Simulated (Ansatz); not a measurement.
C2H7AlSe, SMILES `C[CH2][AlH][SeH]`, relaxed with RKS PBE0-D4/def2-TZVP in Ansatz 0.2.0 from a PBE-D4/def2-SVP geometry. The force threshold is 0.005 eV/Å; the program also tests the step.

Charge 0, multiplicity 1.

Start:

```xyz
11

C     0.429   -1.260    0.323
C     0.664   -0.126   -0.685
Al   -0.398    1.525   -0.479
Se   -2.023    1.706    1.192
H     0.647   -0.939    1.365
H     1.067   -2.145    0.117
H    -0.625   -1.613    0.310
H     1.734    0.189   -0.685
H     0.485   -0.481   -1.727
H    -0.242    2.810   -1.416
H    -1.738    0.333    1.684
```

```csv
step,energy (eV),largest force (eV/Å),largest move (Å)
1,-74123.5191,0.481,0.000
2,-74123.5517,0.143,0.027
3,-74123.5542,0.015,0.008
4,-74123.5542,0.006,0.004
5,-74123.5543,0.007,0.008
6,-74123.5543,0.001,0.008
7,-74123.5543,0.005,0.021
8,-74123.5543,0.005,0.003
```

End:

```xyz
11

C     0.415   -1.253    0.311
C     0.666   -0.122   -0.681
Al   -0.403    1.504   -0.483
Se   -1.992    1.697    1.200
H     0.601   -0.936    1.341
H     1.060   -2.116    0.120
H    -0.618   -1.608    0.267
H     1.720    0.188   -0.649
H     0.516   -0.474   -1.710
H    -0.264    2.769   -1.427
H    -1.702    0.350    1.711
```

Run time 19 s (4 threads of a server CPU on a shared host); peak host memory 0.54 GiB.
